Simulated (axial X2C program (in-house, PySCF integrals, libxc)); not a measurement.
Spin–orbit effects down a group: molecules with P, PBE0

Computed with an in-house relativistic program for diatomic molecules, spin-free (one-electron X2C) or two-component (2c: spin–orbit coupling with atomic mean-field Coulomb and Gaunt terms, which also bring small scalar terms), in Dyall basis sets with cores contracted in-house; open shells are unrestricted.

Basis sets: Nb dyall-cv3z, P dyall-v3z, Ta dyall-cv3z, V dyall-cv3z.

```csv
molecule,spin-free state,Re (Å),ωe (cm⁻¹),De (eV),2c state,Re 2c (Å),ωe 2c (cm⁻¹),De 2c (eV)
VP,"M_S = 1, Λ = 2",2.153,384.3,n/a,Ω = 1,2.153,384.0,n/a
NbP,"M_S = 1, Λ = 2",2.131,511.4,3.49,Ω = 1,2.132,510.7,n/a
TaP,"M_S = 1, Λ = 2",2.137,532.1,4.15,Ω = 1,2.139,527.7,n/a
```

(1) Work out the shifts from the spin-free to the two-component result.

Each entry is the lowest single determinant of a limited PBE0 search at one distance. De goes to single-determinant-based atoms at the same level (for ions the charge split of lowest energy) and is withheld (n/a) where an atom does not fit its ground term or J level. Main or longest-lived isotopes. One determinant is a doubtful description, or other states lie close, for VP, NbP, TaP; these need not be ground states, and all values refer to the states named. With several unpaired electrons the Ω given is that of one determinant, not necessarily of the lowest component. The functionals have no current term, which raises determinants with orbital currents.

Answers

(1) 

```csv
molecule,2c state,ΔRe (Å),Δωe (cm⁻¹),ΔDe (eV)
VP,Ω = 1,0.000,-0.3,n/a
NbP,Ω = 1,0.001,-0.7,n/a
TaP,Ω = 1,0.002,-4.4,n/a
```

Shifts of one unit in the last digit are rounding.
